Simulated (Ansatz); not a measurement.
Basis sets compared for GeMeF3 (CH3F3Ge). The state is a singlet with charge 0. Geometry PBE-D4/def2-SVP. Ansatz on 2 threads of Arm Neoverse V2 on a shared host; times are rough, and most runs start from earlier orbitals.

```xyz
8

C    -0.580    0.406   -0.821
F    -0.480   -1.338    1.694
F     1.137    0.912    1.663
F     1.794   -1.288    0.112
Ge    0.452   -0.316    0.640
H     0.062    1.077   -1.422
H    -1.438    0.973   -0.414
H    -0.946   -0.426   -1.452
```

Binding counts from free atoms (C triplet, F doublet, Ge triplet, H doublet) in the same basis, without a counterpoise term.

```tsv
level	functions	energy (Eh)	HOMO (eV)	LUMO (eV)	binding per atom (eV)	wall time
HF/STO-3G	41	-2385.0745	-10.07	10.28	3.00	0.2 s
PBE-D4/def2-SVP	103	-2415.3933	-8.72	-1.29	4.03	1.1 s
PBE0-D4/def2-SVP	103	-2415.4519	-10.45	-0.26	3.91	1.6 s
```

(1) Estimate the rows for HF/def2-TZVP, PBE-D4/def2-TZVP (with forces), PBE0-D4/def2-TZVP.

## Answers

(1) 
```json
{"level": "HF/def2-TZVP", "functions": "190", "energy (Eh)": "-2413.5902", "HOMO (eV)": "-14.17", "LUMO (eV)": "2.91", "binding per atom (eV)": "2.86", "wall time": "1.8 s"}
{"level": "PBE-D4/def2-TZVP (with forces)", "functions": "190", "energy (Eh)": "-2416.0849", "HOMO (eV)": "-8.94", "LUMO (eV)": "-1.56", "binding per atom (eV)": "4.02", "wall time": "2.5 s"}
{"level": "PBE0-D4/def2-TZVP", "functions": "190", "energy (Eh)": "-2416.1403", "HOMO (eV)": "-10.54", "LUMO (eV)": "-0.48", "binding per atom (eV)": "3.91", "wall time": "3.2 s"}
```
